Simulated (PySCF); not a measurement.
C2H3ClF2Si.

```xyz
9

F      2.0586    -1.5975    -0.3622
Si     1.0660    -0.3184    -0.1629
F      1.1541     0.5588    -1.5337
C     -0.6435    -1.0092     0.0795
C     -1.7048    -0.2976     0.5024
Cl    -1.6353     1.4077     0.8431
H      1.5796     0.5167     0.9583
H     -0.8170    -2.0837    -0.1076
H     -2.7105    -0.7166     0.6699
```
Charge 0, spin multiplicity 1.

The structure is a stationary point at PBE-D3(BJ)/def2-SVP. The structure was generated by enumeration; whether it is a known compound was not checked. One conformer was computed; it need not be the lowest.

All values below come from B3LYP/pcSseg-1 run with PySCF. Non-relativistic, no solvent.

Computed absolute GIAO shielding of each atom: isotropic value and principal components (ppm):
```tsv
atom	σ(iso)	σ11	σ22	σ33	span
F1	326.6	242.1	355.7	382.0	139.8
Si2	364.1	341.3	364.8	386.2	44.9
F3	316.6	239.1	336.0	374.7	135.7
C4	46.5	-65.2	60.1	144.7	209.9
C5	17.6	-102.3	42.4	112.7	215.1
Cl6	647.4	369.1	652.1	921.1	552.1
H7	26.0	22.3	25.0	30.7	8.4
H8	25.4	23.9	24.5	27.8	3.9
H9	24.3	20.4	25.4	27.0	6.6
```
